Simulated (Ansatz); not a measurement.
One geometry of the cluster Hg3⁺, several levels of theory.

```yaml
crystal:
  periodic: [false, false, false]
  atoms:
    - {symbol: Hg, position_ang: [-0.002289, 0.006372, -0.003330]}
    - {symbol: Hg, position_ang: [2.944030, 0.567988, -0.930652]}
    - {symbol: Hg, position_ang: [-2.941741, -0.574359, 0.933982]}
basis:
  gaussian: {orbitals: def2-TZVP, initial_orbitals: start.molden}
total_charge: 1
magnetization: {spin_polarized: true, initial_magnetization: 3}
hamiltonian: {xc: r2scan}
scf: {omitted_lower_state_checks: [starts]}
output: {orbitals: {seedname: orbitals}}
```

The file start.molden holds the orbitals of an earlier run on this structure, at another level or in another basis.

```sh
$ ansatz run in.yaml --threads 4 --pin off --events-out ev --progress --plain --max-ram 3916MiB
```

It prints (some lines left out):

```
Functional definition: r2SCAN
1170 factors; their error is unknown
mean field evaluation 1: about -12524.9696 eV, gradient 4.4e0 eV
mean field evaluation 2: about -12525.0283 eV, gradient 8.6e-2 eV
mean field evaluation 4: about -12525.0112 eV, gradient 6.7e-4 eV
mean field evaluation 8: about -12525.0112 eV, gradient 1.6e-5 eV
mean field -12525.01118098 eV, -460.2856711436 hartree, gradient 1.6e-5 eV, S^2 3.757239; 0 other end points of the search recorded, 0 dependent functions left out
reference -12525.01121027 eV, -460.2856722199 hartree; 31, 28 occupied and 98, 101 virtual orbitals, 1170 factors
Total energy: -12525.01121027 eV, -460.2856722199 hartree
Checks for a lower state left out: starts
```

Hardware: 4 threads of Arm Neoverse V1 on a shared host. Wall time 6.5 s.

The first input with `gaussian: {orbitals: def2-SVP, initial_orbitals: start.molden}`, `correlation: {method: ccsd_t}`, `scf: {omitted_lower_state_checks: [starts, cluster_reference]}` and without the key `hamiltonian` (abridged; 18 s):

```
Functional definition: HF
mean field -12442.08571182 eV, -457.2382163609 hartree, gradient 1.7e-6 eV, S^2 3.763948
second order -27.98205139 eV of doubles, -0.00000000 eV of singles
cycle   1  -25.22381695 eV  change     2.8e0 eV  update   1.5e-1
cycle   2  -26.07327834 eV  change   -8.5e-1 eV  update   4.0e-2
cycle   3  -26.15150004 eV  change   -7.8e-2 eV  update   2.6e-2
cycle   4  -26.12389486 eV  change    2.8e-2 eV  update   1.1e-2
cycle   5  -26.12812469 eV  change   -4.2e-3 eV  update   7.4e-3
cycle   6  -26.13695373 eV  change   -8.8e-3 eV  update   2.5e-3
cycle   7  -26.13664246 eV  change    3.1e-4 eV  update   1.1e-3
cycle   8  -26.13635200 eV  change    2.9e-4 eV  update   4.0e-4
cycle   9  -26.13652588 eV  change   -1.7e-4 eV  update   1.8e-4
cycle  10  -26.13643739 eV  change    8.8e-5 eV  update   7.7e-5
cycle  11  -26.13642692 eV  change    1.0e-5 eV  update   4.0e-5
perturbative correction -0.55554295 eV, -0.0204158268 hartree
Total energy: -12468.77768169 eV, -458.2191281610 hartree
Checks for a lower state left out: starts, cluster_reference
```

First input, but with `hamiltonian: {xc: {name: r2SCANh}}` (abridged; 6 s):

```
Functional definition: r2SCANh
mean field -12523.15169118 eV, -460.2173361537 hartree, gradient 2.5e-5 eV, S^2 3.757281
Total energy: -12523.15171780 eV, -460.2173371321 hartree
Checks for a lower state left out: starts
```

The first input with `hamiltonian: {xc: pbe}` (abridged; 2.2 s):

```
Functional definition: PBE
mean field -12522.55435589 eV, -460.1953844869 hartree, gradient 1.9e-5 eV, S^2 3.752729
Total energy: -12522.55441536 eV, -460.1953866724 hartree
Checks for a lower state left out: starts
```

First input, but with `correlation: {method: mp2}` and without the key `hamiltonian` (abridged; 2.2 s):

```
Functional definition: HF
mean field -12442.89164576 eV, -457.2678338867 hartree, gradient 4.6e-6 eV, S^2 3.769563
second order -33.82223993 eV of doubles, -0.00000000 eV of singles
Total energy: -12476.71388568 eV, -458.5107782785 hartree
Checks for a lower state left out: starts
```

The first input with `hamiltonian: {xc: lda}` (abridged; 1.1 s):

```
Functional definition: SPW92
mean field -12501.15703981 eV, -459.4090476246 hartree, gradient 2.4e-5 eV, S^2 3.751642
Total energy: -12501.15708887 eV, -459.4090494272 hartree
Checks for a lower state left out: starts
```

The first input with `hamiltonian: {xc: {name: wB97M-V}}` (abridged; 15 s):

```
Functional definition: wB97M-V
mean field -12512.45396655 eV, -459.8242020249 hartree, gradient 3.1e-5 eV, S^2 3.754543
Total energy: -12512.45402283 eV, -459.8242040930 hartree
Checks for a lower state left out: starts
```

Geometry: PBE/def2-TZVP.

In the def2 sets Hg takes a core potential; there is no spin–orbit coupling. Correlated methods freeze no core orbitals; core or outer-core shells of Hg are correlated, in sets that lack core-valence functions. At PBE0/def2-TZVP a doublet of charge 1 lies 4.93 eV below the quartet, each at its own geometry. The structure comes from a short search, and lower isomers may exist.
